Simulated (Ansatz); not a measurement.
Two structures of BGeH₅F, doublet, reached by relaxing down either side of one saddle point (PBE0-D4/def2-TZVP). Energies are electronic, without zero-point energy. Computed with Ansatz 0.2.0 (basis: def2-TZVPP and def2-QZVPP); correlated methods freeze the cores; orbitals are unrestricted. Filled d shells of the heavier atoms are correlated. The def2 sets are not built for correlating such inner shells, so the correlated values are less sure here. Extrapolation: Hartree–Fock as exp(−7.88 √X), correlation as X^−2.97. First:

F1  (-1.582, -1.374, -0.466)
B2  (-0.670, -0.514, -0.958)
Ge3  (0.567, 0.436, 0.795)
H4  (0.353, -0.988, -1.400)
H5  (-1.059, 0.594, -1.253)
H6  (-0.421, 1.190, 1.695)
H7  (1.535, 1.367, 0.061)
H8  (1.277, -0.710, 1.527)
(Å)

Second:

```xyz
8
angstrom
F -1.3567 -1.2941 1.1258
B 0.1397 0.2258 -1.2273
Ge -0.0703 -0.1417 0.9177
H 0.5357 -0.7857 -1.7218
H -0.8998 0.7372 -1.5213
H -0.5236 1.1470 1.6128
H 0.9711 0.9220 -0.6336
H 1.2041 -0.8105 1.4475
```

Task: Which bonds change from the first to the second?

Result: BGeH₅F ([F][BH2][GeH3]) → BGeH₅F ([BH3][GeH2][F]); bonds formed: F1–Ge3, B2–H7; bonds broken: F1–B2, Ge3–H7.

Task: Give the saddle point's structure and its height above each. (To be estimated.)

Result: By the calculation: 1.957 eV above the first and 1.423 eV above the second (CCSD(T) at an estimated basis limit (MP2 extrapolated from triple and quadruple zeta, plus CCSD(T) − MP2 in triple zeta)).
```
8
angstrom
F -1.1842 -1.1072 0.4727
B -0.2485 -0.1197 -1.1500
Ge 0.2113 0.1110 0.8661
H 0.3976 -0.9360 -1.7178
H -1.0333 0.6637 -1.5705
H -0.4929 1.1467 1.7369
H 1.1168 1.0185 -0.2064
H 1.2334 -0.7769 1.5689
```

The search had been set up for a halogen abstraction (forming F1–Ge3, breaking F1–B2); from that guess it ended on this step instead.

No T1 diagnostic of these runs exceeds 0.017. ⟨S²⟩ of the unrestricted Hartree–Fock references: 0.76 to 0.78 (a pure state has 0.75).

Labels in which every atom is bracketed show which atoms are joined, not bond orders.

For scale, one of the runs: CCSD(T)/def2-TZVPP, 180 basis functions, launched by `ansatz run in.yaml --threads 4 --pin off --events-out ev --progress --plain --max-ram 9574MiB`. Hardware: 4 CPU threads of an Arm Neoverse V2, shared host. Wall time 2.4 min; peak host memory 4.7 GiB.
